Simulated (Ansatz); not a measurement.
Consider the ligand exchange at a Ge–F bond: `[CH3][GeH]([F])[SiH3]` + H₂S → `[CH3][GeH]([SiH3])[SH]` + H–F.

Computed with Ansatz on PBE0-D4/def2-TZVP structures; ΔE is electronic, products minus reactants. CCSD(T)/CBS adds triple-zeta CCSD(T) − MP2 to the extrapolated MP2 energy (def2 sets, frozen cores). This one scheme is used for every species. DFT in def2-TZVPP. B3LYP here is the variant with VWN-RPA as its local correlation; programs differ in this. For Ge outer-core shells are correlated without core-valence functions, which leaves a few kJ/mol of doubt a bond. Scalar relativity is left out up to krypton. Each species was taken in one conformer, which may not be the lowest.

Is it downhill or uphill in electronic energy at CCSD(T)/CBS, and by how much? (Estimate.)

Ansatz gave: Uphill: ΔE = +1.2 kcal/mol.

What do these levels give: PBE-D4, r2SCAN-D4, B3LYP-D4, B2PLYP, PBE, PBE0, HF/def2-TZVPP, MP2/def2-TZVPP, CCSD/def2-TZVPP, MP2/def2-QZVPP, MP2/CBS(def2), CCSD/CBS(def2)? (Estimate.)

Ansatz gave: PBE-D4 1.3, r2SCAN-D4 3.2, B3LYP-D4 3.4, B2PLYP 4.3, PBE 2.9, PBE0 2.0, HF/def2-TZVPP 7.4, MP2/def2-TZVPP 0.1, CCSD/def2-TZVPP 2.8, MP2/def2-QZVPP -0.2, MP2/CBS(def2) -0.7, CCSD/CBS(def2) 2.0 kcal/mol.

Largest T1 diagnostic among the species: 0.012.

The D4 term adds −2.5 kcal/mol with B3LYP and −1.4 kcal/mol with PBE0; it sums over pairs of atoms, weighted by their polarisabilities, and B3LYP, whose exchange is more repulsive, gets the larger term. From PBE to PBE0 (25 % exact exchange), in def2-TZVPP and without D4, ΔE moves by −0.9 kcal/mol.
